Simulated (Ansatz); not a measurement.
Input for Ansatz (a first-principles code): R-PBE0/def2-TZVPP on H4OSiTe (SMILES O[Te][SiH3]), a point of a torsion scan. Elements past Kr take the def2 small-core potentials; no spin–orbit coupling.

Ansatz 0.2 input:
```yaml
crystal:
  periodic: [false, false, false]
  atoms:
    - {symbol: O, position_ang: [2.43817625, -0.07044666, -0.24720727]}
    - {symbol: Te, position_ang: [0.83864305, -1.22247322, 0.17580225]}
    - {symbol: Si, position_ang: [0.69767042, -0.51400510, 2.55902336]}
    - {symbol: H, position_ang: [2.43845475, 0.71622005, 0.29411817]}
    - {symbol: H, position_ang: [0.73119808, 0.94776658, 2.64425409]}
    - {symbol: H, position_ang: [-0.58204525, -1.02721298, 3.02503442]}
    - {symbol: H, position_ang: [1.77566192, -1.02927227, 3.40369150]}
basis:
  gaussian:
    orbitals: def2-TZVPP
hamiltonian:
  xc: {name: PBE0}
scf: {lower_state_search: off}
```

It printed:

```
WARN ansatz: RAYON_NUM_THREADS=1 ignored (pool sized by the plan → 1); use --threads N
Functional definition: PBE0
these checks for a lower state are left out or cut short: stability, starts, cluster_reference, orbital_swaps, neighbouring_geometries, increment
integrals: 0.09 GiB planned
1116 factors; their error is unknown
mean field: 0.78 GiB planned
mean field evaluation 1: about -17273.8964 eV, gradient 5.3e1 eV
mean field evaluation 2: about -17252.6026 eV, gradient 1.1e2 eV
mean field evaluation 4: about -17278.6837 eV, gradient 6.5e0 eV
mean field evaluation 8: about -17278.9166 eV, gradient 5.3e-1 eV
mean field evaluation 16: about -17278.9169 eV, gradient 4.5e-5 eV
mean field -17278.91690551 eV, -634.9884842069 hartree, gradient 7.9e-6 eV, S^2 0.000000; 0 other end points of the search recorded, 0 dependent functions left out
reference -17278.91693584 eV, -634.9884853217 hartree; 25, 25 occupied and 154, 154 virtual orbitals, 1116 factors
Total energy: -17278.91693584 eV, -634.9884853217 hartree
Checks for a lower state left out: stability, starts, cluster_reference, orbital_swaps, neighbouring_geometries, increment
```

Self-consistency was reached.

Cost: about 1.9 core-seconds (a rough figure).
